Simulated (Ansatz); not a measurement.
F2Zn, singlet, geometry from GFN2-xTB (such geometries of metal compounds can be far from the true shape); CAM-B3LYP/def2-TZVP run with Ansatz (a quantum-chemistry and plane-wave program).

The Ansatz input:
Ansatz 0.2 input:
```yaml
crystal:
  periodic: [false, false, false]
  atoms:
    - {symbol: Zn, position_ang: [0.11178456, 0.21961568, 0.22606771]}
    - {symbol: F, position_ang: [-0.39394830, 0.70092960, -1.31061117]}
    - {symbol: F, position_ang: [0.02133311, -1.43298187, 0.55705213]}
basis:
  gaussian:
    orbitals: def2-TZVP
hamiltonian:
  xc: cam_b3lyp
accuracy: high
```

It wrote (shortened):

```
Functional definition: CAM-B3LYP
1764 factors; integrals over basis functions are off by at most 1.5e-8 eV
297 factors; integrals over basis functions are off by at most 1.5e-9 eV
mean field evaluation 1: about -53852.5439 eV, gradient 6.4e1 eV
mean field evaluation 2: about -53840.5881 eV, gradient 1.2e2 eV
mean field evaluation 4: about -53858.2611 eV, gradient 3.5e0 eV
mean field evaluation 8: about -53858.3778 eV, gradient 2.6e-1 eV
mean field evaluation 16: about -53858.3779 eV, gradient 8.8e-5 eV
mean field -53858.37793590 eV, -1979.2588826247 hartree, gradient 9.2e-8 eV, S^2 0.000000; 0 other end points of the search recorded, 0 dependent functions left out
reference -53858.37795212 eV, -1979.2588832206 hartree; 24, 24 occupied and 86, 86 virtual orbitals, 1764 factors
Total energy: -53858.37795212 eV, -1979.2588832206 hartree
```
